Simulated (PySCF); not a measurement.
# Name the molecule from its bond curve

A diatomic of charge +1 contains Co. Its doublet curve at UHF-CCSD(T) in a triple-zeta basis (no relativity, PySCF), in eV from the separated fragments:

| R (Å) | E (eV) |
| --- | --- |
| 1.616 | -0.644 |
| 1.688 | -0.745 |
| 1.742 | -0.771 |
| 1.796 | -0.772 |
| 1.850 | -0.757 |
| 1.922 | -0.723 |
| 2.011 | -0.670 |
| 2.119 | -0.600 |

The fit gives ωe = 404 cm⁻¹ and the rotational constant Bₑ = 0.4752 cm⁻¹.

Which atom is the partner?

The minimum lies at 1.771 Å, so the reduced mass is 16.8576 u Å² cm⁻¹/(Bₑ·Re²) = 11.31 u. With Co at 58.93 u the partner weighs about 14.0 u: N. The molecule is CoN⁺.

Correlated steps freeze 6 core orbitals. The CCSD T1 diagnostic is raised, a sign that a single reference may not be enough here. With d or f electrons several states lie close, and the lowest PBE0 determinant need not be the measured ground state.
